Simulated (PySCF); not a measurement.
Species: C5H3ClO2.
Atom-mapped SMILES: `[O:1]=[C:2]([Cl:3])[c:4]1[cH:5][cH:6][cH:7][o:8]1` (hydrogens: H9 on C5; H10 on C6; H11 on C7)

Torsions of this conformer, `[O:1]=[C:2]([Cl:3])[c:4]1[cH:5][cH:6][cH:7][o:8]1`: O1–C2–C4–C5 0°.

The closed-shell ground state was solved at several levels (PySCF, density fitting, gas phase, non-relativistic). Isolated species at its PBE0-D3(BJ)/def2-SVP geometry (one conformer only).

```csv
level,basis functions,total energy (Eh),HOMO (eV),LUMO (eV),gap (eV),dipole (D)
PBE0/STO-3G,47,-793.0460,-5.75,0.64,6.39,3.51
BP86/pcSseg-1,158,-802.9741,-6.75,-3.07,3.68,4.26
BHandHLYP/pcSseg-1,158,-802.7050,-8.50,-1.10,7.40,4.45
PBE0/6-31G,82,-802.2761,-7.67,-2.04,5.63,4.77
"PBE0/6-311+G(2d,p)",242,-802.5453,-7.58,-2.16,5.42,4.32
```

Question: What might PBE0/6-31G* (122 basis functions) give for the same quantities?

Answer: Total energy -802.4089 Eh, HOMO -7.38 eV, LUMO -1.82 eV, gap 5.56 eV, dipole 4.37 D.

Question: Over all these levels, which gives the widest orbital gap and which the narrowest?

Answer: BHandHLYP/pcSseg-1 (global hybrid, 50 % exact exchange) has the widest, 7.40 eV, and BP86/pcSseg-1 (GGA) the narrowest, 3.68 eV. The two share the basis. From the narrowest to the widest the HOMO moves by -1.75 eV and the LUMO by +1.97 eV.

Question: How much does the basis alone move the frontier levels among the 4 PBE0 rows (the withheld one included)?

Answer: The HOMO by 1.92 eV and the LUMO by 2.80 eV. By rising basis size (HOMO, LUMO in eV): STO-3G -5.75, 0.64; 6-31G -7.67, -2.04; 6-31G* -7.38, -1.82; 6-311+G(2d,p) -7.58, -2.16.

Question: How far do the dipole and the HOMO energy spread over the levels?

Answer: The dipole runs from 3.51 to 4.77 D (mean 4.28 D) and the HOMO from -8.50 to -5.75 eV.
